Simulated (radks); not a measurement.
Results of a calculation; reference values are marked as such.
Species: Rh. Configuration: [Kr] 4d7.5 5s1 4f0.5 (fractional occupations, a model configuration). Code: a radial shooting solver on a logarithmic mesh with Libxc functionals. Model: Dirac Kohn-Sham, PBEsol, spin-unpolarised, spherical densities, finite nucleus; open shells are shared between the two j in proportion to 2j + 1; Fermi nuclear charge, rms radius 4.4945 fm.

Radial electron density D(r) = 4 pi r^2 rho(r):

```
   r/bohr * D(r) (the largest magnitude, 71.1, reaches the edge; | marks zero)
 0.002706 |    *
 0.003227 |     *
 0.003848 |       *
 0.004588 |          *
 0.005515 |             *
 0.006577 |                 *
 0.007842 |                     *
 0.009352 |                          *
  0.01115 |                               *
   0.0133 |                                    *
  0.01598 |                                        *
  0.01906 |                                           *
  0.02273 |                                            *
   0.0271 |                                           *
  0.03232 |                                         *
  0.03853 |                                      *
  0.04632 |                                     *
  0.05523 |                                       *
  0.06586 |                                            *
  0.07853 |                                                  *
  0.09365 |                                                      *
   0.1126 |                                                     *
   0.1342 |                                                *
   0.1601 |                                        *
   0.1909 |                                   *
   0.2276 |                                     *
   0.2714 |                                         *
   0.3262 |                                          *
    0.389 |                                    *
   0.4638 |                         *
   0.5531 |               *
   0.6595 |           *
   0.7865 |           *
   0.9453 |           *
    1.127 |          *
    1.344 |       *
    1.603 |    *
    1.911 |  *
    2.297 | *
     2.74 |*
    3.267 |*
    3.895 *
    4.645 *
    5.539 *
    6.658 *
    7.939 *
    9.467 *
    11.29 *
    13.46 *
    16.05 *
    19.29 *
    23.01 *
    27.43 *
    32.71 *
    39.01 *
    46.52 *
```

D(r) has 5 maxima, at r = 0.0231, 0.101, 0.308, 0.923, 27.2 bohr, and minima at 0.0459, 0.200, 0.714 bohr, inside which lie 2.05, 11.17, 29.12 electrons.
